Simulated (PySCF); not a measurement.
Job file and geometry (Å, from GFN2-xTB) of an NMR shielding run on SMILES CNC[Si@@](N)(C#N)NC, C$_{4}$H$_{12}$N$_{4}$Si, PySCF 2.14.0, density-fitted response routines, GIAO PBE0/pcSseg-1 NMR shielding, non-relativistic, gas phase; density fitting, a coarse starting grid and PySCF grid level 2 are the driver's defaults:

```
$ OMP_NUM_THREADS=1 python probes_run.py task.json out

{"job": {"kind": "nmr", "xc": "PBE0", "basis": "pcSseg-1"}, "charge": 0, "multiplicity": 1}
C     -2.701759    -0.030308     0.601446
N     -2.160581     0.277104    -0.705742
C     -0.875297    -0.364893    -0.957870
Si     0.542765     0.442078     0.043372
N      0.315214     2.136387    -0.100149
C      0.491851    -0.257908     1.791219
N      0.432901    -0.674808     2.857161
N      2.168632     0.129632    -0.421371
C      2.846800    -1.133226    -0.242166
H     -3.678460     0.441074     0.701244
H     -2.810698    -1.109971     0.786535
H     -2.039583     0.373630     1.367398
H     -2.826327    -0.024270    -1.413105
H     -0.919632    -1.452313    -0.774451
H     -0.654870    -0.235837    -2.019656
H     -0.630482     2.467332    -0.194127
H      0.876268     2.778137     0.434031
H      2.530803     0.649208    -1.205674
H      2.489260    -1.597985     0.674538
H      3.921804    -0.968666    -0.150690
H      2.672472    -1.827456    -1.072415
```

Problem. What does the program print?

Solution. 
```
coarse grid: 17656 points
cycle   1  E = -667.4314945833  dE =  9.055e-01  |g| = 6.429e-01  |ddm| = 4.085e+00
cycle   2  E = -667.3287072379  dE =  1.028e-01  |g| = 9.550e-01  |ddm| = 1.231e+00
cycle   3  E = -667.5144973257  dE = -1.858e-01  |g| = 2.401e-01  |ddm| = 7.576e-01
cycle   4  E = -667.5259918219  dE = -1.149e-02  |g| = 7.119e-02  |ddm| = 1.691e-01
cycle   5  E = -667.5270298269  dE = -1.038e-03  |g| = 1.657e-02  |ddm| = 5.627e-02
cycle   6  E = -667.5270895113  dE = -5.968e-05  |g| = 3.960e-03  |ddm| = 1.580e-02
cycle   7  E = -667.5270928317  dE = -3.320e-06  |g| = 9.809e-04  |ddm| = 3.783e-03
final grid: 165192 points
cycle   8  E = -667.5716067808  dE = -4.107e-05  |g| = 1.056e-02  |ddm| = 2.894e-02
cycle   9  E = -667.5715952013  dE =  1.158e-05  |g| = 1.292e-02  |ddm| = 1.857e-02
cycle  10  E = -667.5716320768  dE = -3.688e-05  |g| = 2.046e-03  |ddm| = 1.027e-02
cycle  11  E = -667.5716329045  dE = -8.277e-07  |g| = 6.638e-04  |ddm| = 1.461e-03
cycle  12  E = -667.5716329920  dE = -8.756e-08  |g| = 1.810e-04  |ddm| = 4.674e-04
cycle  13  E = -667.5716329987  dE = -6.617e-09  |g| = 3.908e-05  |ddm| = 1.405e-04
cycle  14  E = -667.5716329990  dE = -3.183e-10  |g| = 1.006e-05  |ddm| = 4.130e-05
converged SCF energy = -667.5716329990

GIAO shielding tensors (ppm)
atom      isotropic    diamagn.    paramagn.     s11        s22        s33       span
  0 C      144.752     247.371    -102.620    118.825    135.487    179.942     61.117
  1 N      233.914     317.762     -83.848    197.399    222.600    281.743     84.344
  2 C      141.514     256.144    -114.630    121.676    130.856    172.008     50.332
  3 Si     388.694     881.035    -492.341    335.595    396.211    434.274     98.679
  4 N      247.483     319.633     -72.150    230.520    247.156    264.774     34.254
  5 C       57.431     265.982    -208.551    -61.497    -54.304    288.093    349.590
  6 N      -83.002     339.453    -422.455   -279.168   -255.244    285.407    564.575
  7 N      240.692     324.575     -83.883    202.817    246.364    272.895     70.078
  8 C      157.264     242.523     -85.258    133.055    151.920    186.818     53.763
  9 H       28.923      28.421       0.501     24.646     26.469     35.654     11.008
 10 H       29.192      30.446      -1.254     25.901     26.781     34.893      8.992
 11 H       28.790      31.742      -2.952     24.514     28.779     33.077      8.562
 12 H       31.501      31.758      -0.257     21.139     30.671     42.693     21.554
 13 H       29.381      34.281      -4.900     24.917     29.619     33.607      8.690
 14 H       29.297      33.505      -4.209     25.131     28.555     34.204      9.074
 15 H       29.942      32.179      -2.237     21.418     27.987     40.421     19.004
 16 H       30.881      30.508       0.373     24.087     26.250     42.305     18.218
 17 H       31.445      32.842      -1.396     22.010     30.693     41.634     19.625
 18 H       28.686      29.131      -0.445     24.197     28.719     33.143      8.945
 19 H       28.902      26.166       2.736     23.583     26.534     36.589     13.006
 20 H       29.047      28.678       0.369     23.442     27.234     36.463     13.021
```

Problem. Turn these shieldings into chemical shifts. References, each an isolated molecule treated in the same way: 13C (σref 186.93), 29Si (σref 349.16), 1H (σref 31.72) against TMS; 15N (σref 267.73) vs NH3.

Solution. Averaging equivalent atoms: C 5: 129.5; C 2: 45.4; C 0: 42.2; C 8: 29.7; N 6: 350.7; N 1: 33.8; N 7: 27.0; N 4: 20.2; Si 3: -39.5; H 18/19/20: 2.84; H 9/10/11: 2.75; H 14: 2.42; H 13: 2.34; H 15/16: 1.31; H 17: 0.27; H 12: 0.22 ppm. Experimental scales use liquid or dissolved standards, which lie at an offset from isolated NH3 (liquid NH3: subtract about 20 ppm). Unscaled 15N shifts of sp2 nitrogen come out 20 to 40 ppm too high even then.

Size and cost of the density-fitted run: 220 basis functions, 110 s wall time on 1 thread of an Arm Neoverse N1, shared host; peak memory 1 GiB.
